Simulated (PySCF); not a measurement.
SeBr₂, SMILES [Se](Br)Br.

Geometry: PBE0-D3(BJ)/def2-SVP.

Method: PBE0-D3(BJ)/def2-SVP in PySCF.

Frequencies are harmonic and unscaled.

Computed vibrational spectrum:
```csv
mode,ν (cm⁻¹),IR (km/mol),Raman (Å⁴/amu),depolarisation,moving atoms (share of kinetic energy)
1,103,0.2,5.6,0.56,"Br 80 %, Se 20 %"
2,299,27.5,5.3,0.75,"Se 55 %, Br 45 %"
3,303,3.2,13.0,0.11,"Br 53 %, Se 47 %"
```
